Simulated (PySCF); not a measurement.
**Partial charges of `C#C[Si@@](C)(N)C=O`**

Species: C4H7NOSi.
Structure used (GFN2-xTB), in Å, numbered top down from 1:
```
atom  x, y, z in Å
C1    -0.0993   -0.5146   -2.8869
C2    -0.0072   -0.2602   -1.7155
Si3    0.1115    0.1398    0.0944
C4     0.0106   -1.4337    1.1510
N5     1.6036    0.9444    0.3814
C6    -1.4363    1.2481    0.4262
O7    -1.3632    2.3860    0.8213
H8    -0.1757   -0.7389   -3.9123
H9     0.8807   -2.0587    0.9789
H10   -0.0346   -1.2085    2.2128
H11   -0.8689   -2.0181    0.8996
H12    1.7265    1.8885    0.0522
H13    2.0940    0.8085    1.2499
H14   -2.4423    0.8170    0.2249
```

Density: PBE0/pcSseg-1 (PySCF); schemes: Mulliken, IAO, Hirshfeld and ESP-fitted. The structure is a single GFN2-xTB conformer in the gas phase; no vibrational or solvent corrections. GFN2-xTB frequencies show an imaginary mode (48i cm⁻¹), so this geometry is no minimum at that level.

Question: Tabulate the Mulliken, IAO, Hirshfeld and ESP-fitted charges.

Answer: In e; atoms taken as equivalent share a row and are averaged (×n: the atom named and its like, n in all):

```
      atom              environment  Mulliken     IAO  Hirshfeld  ESP-fitted
        C1   terminal alkyne carbon    -0.207  -0.187     -0.086      -0.360
        C2            alkyne carbon    -0.190  -0.343     -0.162      -0.189
       Si3  four-coordinate silicon    +1.038  +1.145     +0.434      +0.785
        C4         Si-methyl carbon    -0.645  -0.726     -0.208      -0.695
        N5   silicon-bound nitrogen    -0.615  -0.836     -0.312      -0.987
        C6          carbonyl carbon    -0.040  -0.018     +0.037      +0.266
        O7          carbonyl oxygen    -0.344  -0.365     -0.219      -0.418
        H8          alkyne hydrogen    +0.064  +0.203     +0.097      +0.311
H9/H10/H11          methyl hydrogen    +0.148  +0.164     +0.048      +0.177
   H12/H13             N–H hydrogen    +0.200  +0.271     +0.123      +0.377
       H14          formyl hydrogen    +0.095  +0.093     +0.030      +0.001
```

Mean size of the charges over all atoms: ESP-fitted 0.378 e, IAO 0.354 e, Mulliken 0.292 e, Hirshfeld 0.141 e. Each set sums to the total charge, 0, to within 0.001 e. The Hirshfeld scheme weights the molecular density at each point by an atom's share of the summed free-atom densities. The IAO scheme projects the occupied orbitals on a minimal set of polarised atomic orbitals and counts the electrons in each atom's part of it.

Some averages cover members that differ in this geometry: H9/H10/H11, ESP-fitted +0.151 to +0.206 e.

Lowest charge. The schemes don't all agree: Mulliken C4 (-0.645); IAO N5 (-0.836); Hirshfeld N5 (-0.312); ESP-fitted N5 (-0.987).

Highest charge. All schemes agree: Mulliken Si3 (+1.038); IAO Si3 (+1.145); Hirshfeld Si3 (+0.434); ESP-fitted Si3 (+0.785).

Question: Sum the charges by element, for elements with more than one atom.

Answer: 
```json
{"element": "C", "atoms": "4", "Mulliken": "-1.082", "IAO": "-1.274", "Hirshfeld": "-0.419", "ESP-fitted": "-0.978"}
{"element": "H", "atoms": "7", "Mulliken": "+1.002", "IAO": "+1.331", "Hirshfeld": "+0.517", "ESP-fitted": "+1.598"}
```

Question: How closely do the schemes follow one another over all atoms?

Answer: Correlation coefficient and root-mean-square difference: Mulliken with IAO 0.99, 0.093 e; IAO with Hirshfeld 0.98, 0.295 e; Mulliken with Hirshfeld 0.97, 0.229 e; Hirshfeld with ESP-fitted 0.95, 0.294 e; IAO with ESP-fitted 0.95, 0.155 e; Mulliken with ESP-fitted 0.92, 0.182 e.

Question: How many electrons does the IAO scheme count on C4?

Answer: Z − q = 6 − (-0.726) = 6.726.
